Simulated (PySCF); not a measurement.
MoF6, SMILES [F][Mo]([F])([F])([F])([F])[F], multiplicity 1. Atoms are numbered in the order given.

```xyz
7

Mo     0.0000     0.0000     0.0000
F      0.0000     1.8285     0.0000
F      0.0000    -1.8285     0.0000
F      0.0000     0.0000    -1.8285
F      1.8285     0.0000     0.0000
F     -1.8285     0.0000     0.0000
F      0.0000     0.0000     1.8285
```
Charge 0, spin multiplicity 1.

Geometry: B3LYP-D3(BJ)/def2-SVP. The spin state was assumed, not searched. The isomer is the one that the SMILES or the coordinates give; other isomers of the formula were not compared. The def2 effective core potentials stand for the cores of Mo; spin–orbit coupling is left out.

All values below come from B3LYP-D3(BJ)/def2-SVP run with PySCF 2.14.0.

Frequencies are harmonic and unscaled.

Modes within 1.5 cm⁻¹ of each other (mostly degenerate sets) share a row, with their intensities summed.

Q: List the normal modes with their intensities. (The exact figures need the calculation; the answer reports its results.)

A: 
```tsv
mode	ν (cm⁻¹)	IR (km/mol)	Raman (Å⁴/amu)	depolarisation	moving atoms (share of kinetic energy)
1–3	129	0.0	0.0	–	F 100 %
4–6	260	97.0	0.0	–	F 74 %, Mo 26 %
7–9	310	0.0	9.1	0.75	F 100 %
10–11	663	0.0	12.3	0.75	F 100 %
12	744	0.0	27.3	0.00	F 100 %
13–15	760	891.9	0.0	–	F 71 %, Mo 29 %
```
